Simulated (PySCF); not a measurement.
SiFI3, SMILES I[Si](I)(I)F.

Geometry optimised at B3LYP-D3(BJ)/def2-SVP. The def2 effective core potentials stand for the cores of I; spin–orbit coupling is left out.

Calculation: HF/def2-TZVP run with PySCF.

Isolated molecule, no solvent.

Computed frontier levels, gap, dipole moment and polarisability:
- highest occupied level = -10.29 eV
- lowest empty level = 0.79 eV
- orbital gap = 11.08 eV
- dipole moment = 1.06 D
- quadrupole, principal values (traceless, Buckingham form, about the centre of nuclear charge) = -6.65, 3.32, 3.32 D·Å
- mean static polarisability = 112.6 bohr³ (16.69 Å³)
- polarisability, principal values = 81.4, 128.3, 128.3 bohr³
